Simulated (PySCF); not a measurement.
## [Ce(BH4)2]+ at several levels of theory

Computed with PySCF 2.14.0 (density fitting, no spin-orbit coupling) at the geometry relaxed with PBE0:

```xyz
11
[Ce(BH4)2]+ (singlet in the valence; each metal's 4f electrons, 1 of them, lie in its core potential, out of spins and levels)
Ce    0.0000    0.0000   -0.5039
B     2.0348    0.0014    0.9185
H     2.9591    0.0226    1.6819
H     1.1091   -0.7901    1.2763
H     2.3070   -0.3117   -0.2674
H     1.4261    1.1143    0.8273
B    -2.0348   -0.0014    0.9185
H    -2.9591   -0.0226    1.6818
H    -1.1091    0.7901    1.2764
H    -2.3069    0.3117   -0.2674
H    -1.4261   -1.1143    0.8273
```

```json
{"level": "PBE0", "basis": "Ce lcecp-1-SVP with ECP47, B def2-SVP, H def2-SVP", "state": "singlet", "HOMO (eV)": "-13.73", "gap (eV)": "6.23", "charge on Ce1 (e)": "1.14", "population of f-type functions on Ce1 (polarisation alone where 4f lies in the core)": "0.06", "dipole about the centre of mass (D)": "5.01", "largest force component (eV/Å)": "0.01"}
{"level": "M06-L", "basis": "the same", "state": "singlet", "HOMO (eV)": "-12.43", "gap (eV)": "4.80", "charge on Ce1 (e)": "1.39", "population of f-type functions on Ce1 (polarisation alone where 4f lies in the core)": "0.05", "dipole about the centre of mass (D)": "5.21", "largest force component (eV/Å)": "0.42"}
{"level": "PBE0", "basis": "Ce lcecp-1-TZVP with ECP47, B def2-TZVP, H def2-TZVP", "state": "singlet", "HOMO (eV)": "-13.73", "gap (eV)": "6.29", "charge on Ce1 (e)": "1.44", "population of f-type functions on Ce1 (polarisation alone where 4f lies in the core)": "0.08", "dipole about the centre of mass (D)": "5.00", "largest force component (eV/Å)": "0.24"}
```

In the lcecp rows the 4f levels are missing from HOMO and gap, and the state counts the valence alone.

Charges are Mulliken's, which hang on the basis. The relaxation used the grid (50, 194), these runs (75, 302) or, all-electron (x2c bases, spin-free X2C Hamiltonian), (99, 590).

Question: What does revPBE with Ce lcecp-1-SVP with ECP47, B def2-SVP, H def2-SVP give here?

Answer: state singlet, HOMO (eV) -12.34, gap (eV) 4.14, charge on Ce1 (e) 0.95, population of f-type functions on Ce1 (polarisation alone where 4f lies in the core) 0.05, dipole about the centre of mass (D) 4.66, largest force component (eV/Å) 0.38. Time: 6.2 s on 2 threads of Arm Neoverse V1 (shared host), from an already converged density.

In the first row's basis the gap widens with exact exchange: 4.1 to 4.8 eV for revPBE, M06-L (none); 6.2 eV for PBE0 (a fixed share).

An lcecp potential fixes the number of 4f electrons, so in runs with it no electron can move into or out of that shell.
